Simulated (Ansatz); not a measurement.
Molecule: carbon diselenide, CSe$_{2}$ (charge 0, singlet). 
Coordinates optimised at B3LYP-D3(BJ)/def2-TZVP (Ansatz, a quantum-chemistry and plane-wave program):
```xyz
3

Se     0.0000     0.0000    -1.6965
C      0.0000     0.0000     0.0000
Se     0.0000     0.0000     1.6965
```

Basis-set convergence of Hartree-Fock and CCSD correlation energies (hartree) with Ansatz. Correlated levels leave the core frozen unless marked. No spin-orbit coupling. Frozen are the shells of the preceding noble gas and the d and f shells that filled before the atom's block. Non-relativistic.

```tsv
basis	functions	E(HF)	E(corr, CCSD)
aug-cc-pVDZ	95	-4837.46857	-0.39186
aug-cc-pVTZ	164	(withheld)	(withheld)
```

Q: What belongs in the gaps?

A: 
- aug-cc-pVTZ, E(HF): -4837.62299
- aug-cc-pVTZ, E(corr, CCSD): -0.47341
